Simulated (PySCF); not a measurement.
CHNO, SMILES N=C=O. Geometry: ωB97X-D3(BJ)/def2-TZVP.

Computed equilibrium geometry at ωB97X-D3(BJ)/def2-TZVP (PySCF confirms it by a frequency run) as a Z-matrix, and its point group:
point group Cs.
```
C
O 1 1.1625
N 1 1.2113 2 173.38
H 3 1.0055 1 124.56 2 180.00
```
